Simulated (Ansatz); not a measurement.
One change: `OC(=S)[O][GeH3]` becomes `CC(O)=S`.

Ansatz, PBE0-D4/def2-TZVP geometries, multiplicity 1. Each molecule was computed in one conformer, which needn't be the lowest.

Scalar relativity is left out up to krypton.

```json
{"property": "HOMO energy (PBE0/def2-TZVPP) / eV", "`OC(=S)[O][GeH3]`": "-6.56"}
{"property": "LUMO energy (ωB97M-V/def2-TZVPP) / eV", "`OC(=S)[O][GeH3]`": "1.44"}
{"property": "LUMO energy (B3LYP/def2-TZVPP) / eV", "`OC(=S)[O][GeH3]`": "-0.91"}
{"property": "LUMO energy (PBE/def2-TZVPP) / eV", "`OC(=S)[O][GeH3]`": "-1.62"}
{"property": "HOMO–LUMO gap (PBE/def2-TZVPP) / eV", "`OC(=S)[O][GeH3]`": "3.73"}
{"property": "HOMO energy (PBE/def2-TZVPP) / eV", "`OC(=S)[O][GeH3]`": "-5.35"}
```

Give the same properties after the change, and the shifts. (Estimate.)

Computed: 
```tsv
property	`CC(O)=S`	shift
HOMO energy (PBE0/def2-TZVPP) / eV	-6.73	-0.17
LUMO energy (ωB97M-V/def2-TZVPP) / eV	0.76	-0.68
LUMO energy (B3LYP/def2-TZVPP) / eV	-1.64	-0.73
LUMO energy (PBE/def2-TZVPP) / eV	-2.34	-0.72
HOMO–LUMO gap (PBE/def2-TZVPP) / eV	3.15	-0.58
HOMO energy (PBE/def2-TZVPP) / eV	-5.49	-0.14
```

With PBE0 the HOMO falls by 0.17 eV and the LUMO falls by 0.75 eV, so the gap narrows by about 0.58 eV. PBE moves the HOMO by -0.14 eV and ωB97M-V by -0.18 eV.

B3LYP here is the variant with VWN-RPA as its local correlation; programs differ in this.
